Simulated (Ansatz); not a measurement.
Species: HI (charge +1, doublet). SMILES of the parent species: I
Coordinates optimised at B3LYP-D3(BJ)/def2-TZVP (Ansatz, a first-principles code):
```
I
H 1 1.6383
```
Charge +1, spin multiplicity 2.

Task: Give the harmonic wavenumbers at B3LYP-D3(BJ)/def2-TZVP (Ansatz, finite differences of forces, unscaled).

Result: 2194 cm⁻¹. Zero-point energy 3.1 kcal/mol.

Task: From these and the geometry, give the ideal-gas thermochemistry at 298.15 K and 1 atm (rigid rotor, harmonic oscillator).

Result: Point group C∞v, rotational symmetry number 1. Rotational constants 188.3, 188.3 GHz. S(trans) 40.45, S(rot) 8.94, S(vib) 0.00, S(elec, spin only) 1.38, S 50.8 cal/(mol K). H(298) - H(0) 2.07 kcal/mol; G - E(el) -9.9 kcal/mol.
